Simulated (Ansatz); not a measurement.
Molecule: C$_{3}$H$_{5}$O$_{2}$, charge 0, multiplicity 2. It need not be the lowest isomer of its formula. SMILES: [CH2]OC(C)=O
Structure (B3LYP-D3(BJ)/def2-TZVP (Ansatz, an electronic-structure program) minimum search):
```
C
O 1 1.1993
O 1 1.3736 2 122.89
C 3 1.3605 1 118.55 2 0.00
H 4 1.0750 3 114.17 1 180.00
H 4 1.0761 5 126.72 3 180.00
C 1 1.4991 2 126.81 3 -180.00
H 7 1.0860 1 109.40 2 0.00
H 7 1.0910 8 110.02 1 -120.94
H 7 1.0910 8 110.02 9 -118.12
```
Charge 0, spin multiplicity 2.

Parts of the frozen-core correlation energy in 6-31G* (Ansatz, hartree). Frozen orbitals: 5; correlated occupied orbitals by spin: 15 and 14; virtual: 65 and 66. Open shells are spin-unrestricted. No spin-orbit coupling. No relativistic terms.

| term | value |
|---|---|
| reference (HF) | -266.20174 |
| MP2 opposite-spin | -0.52508 |
| MP2 same-spin | -0.18784 |
| CCSD correlation | -0.74767 |
| (T) | -0.02328 |
| T1 diagnostic | 0.017 |
| largest doubles amplitude | 0.052 |
| <S^2> of the reference | 0.763 |
